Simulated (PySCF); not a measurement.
VOCl₃, SMILES [O]=[V]([Cl])([Cl])[Cl], multiplicity 1.

Geometry: PBE-D3(BJ)/def2-SVP. The multiplicity is an assumed one; other spin states were not compared.

Two levels are set side by side: PBE/def2-TZVP (PySCF) and HF/def2-TZVP (PySCF). Same geometry, gas phase. Differences are taken from unrounded values.

```tsv
quantity	HF
orbital gap (eV)	12.11
highest occupied level (eV)	-12.90
lowest empty level (eV)	-0.80
dipole moment (D)	0.65
mean polarisability (bohr³)	68.9
```

Question: What does PBE give, and how far is it from HF? (An estimate is asked for; the answer gives what the named calculation found.)

Answer: 
```
quantity                       PBE  PBE minus HF
---------------------------  -----  ------------
orbital gap (eV)              3.07         -9.03
highest occupied level (eV)  -8.30          4.60
lowest empty level (eV)      -5.23         -4.43
dipole moment (D)             0.66          0.01
mean polarisability (bohr³)   77.6           8.7
```

Without exact exchange PBE keeps part of each electron's self-repulsion, which lifts occupied levels and narrows the gap. PBE's more diffuse valence density responds more strongly to a field. Differences between two approximate levels are no errors against the true value.

Rough cost on one machine, each run with all the roots and properties that it gave: HF against PBE about 1/2.
